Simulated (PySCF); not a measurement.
Compound: B3H6N3.
Numbering: `[BH:1]1[NH:2][BH:3][NH:4][BH:5][NH:6]1` (hydrogens: H7 on B1; H8 on N2; H9 on B3; H10 on N4; H11 on B5; H12 on N6)

Jobs on this species (12 atoms, 42 electrons) with PySCF (density fitting). Hardware of each: an Arm Neoverse V1 with one thread, no GPU (shared host). Other jobs ran on the host; a repeat could differ by tens of per cent or more. Peak memory is the resident size of the whole Python process, interpreter and libraries included.

```csv
level and settings,work,basis functions,SCF cycles,wall time,peak memory
"delta-SCF UKS HF, pcX-2 on the ionised atom, pcseg-1 elsewhere, spin-free X2C","ΔSCF core ionisation, 2 holes",145,?,?,?
"delta-SCF UKS SCAN, pcX-2 on the ionised atom, pcseg-1 elsewhere, spin-free X2C","ΔSCF core ionisation, 2 holes",145,?,?,?
"delta-SCF UKS SCAN, pcX-1 on the ionised atom, pcseg-1 elsewhere, spin-free X2C","ΔSCF core ionisation, 2 holes",124,34,11 s,0.40 GiB
"PBE0-D3(BJ)/def2-SVP, grid level 1",geometry optimisation from a GFN2-xTB start shaken at random,114,43,32 s,0.48 GiB
"delta-SCF UKS B3LYP, pcX-2 on the ionised atom, pcseg-1 elsewhere, spin-free X2C","ΔSCF core ionisation, 2 holes",145,30,14 s,0.55 GiB
"delta-SCF UKS SCAN, def2-TZVP on the ionised atom, pcseg-1 elsewhere, spin-free X2C","ΔSCF core ionisation, 2 holes",131,34,13 s,0.43 GiB
"delta-SCF UKS PBE, pcX-2 on the ionised atom, pcseg-1 elsewhere, spin-free X2C","ΔSCF core ionisation, 2 holes",145,33,8.3 s,0.47 GiB
"delta-SCF UKS SCAN, pcX-2 on the ionised atom, pcseg-1 elsewhere, non-relativistic","ΔSCF core ionisation, 2 holes",145,35,14 s,0.47 GiB
"delta-SCF UKS PBE0, pcX-2 on the ionised atom, pcseg-1 elsewhere, spin-free X2C","ΔSCF core ionisation, 2 holes",145,31,14 s,0.55 GiB
```

Fill in the missing figures.

- delta-SCF UKS HF, pcX-2 on the ionised atom, pcseg-1 elsewhere, spin-free X2C; ΔSCF core ionisation, 2 holes: 7.3 s, 0.45 GiB, 29 SCF cycles
- delta-SCF UKS SCAN, pcX-2 on the ionised atom, pcseg-1 elsewhere, spin-free X2C; ΔSCF core ionisation, 2 holes: 14 s, 0.47 GiB, 35 SCF cycles

What do all jobs in the table cost together?

About 2.1 min; the longest takes about 25 % of that, and about 4.4 times as long as the shortest.
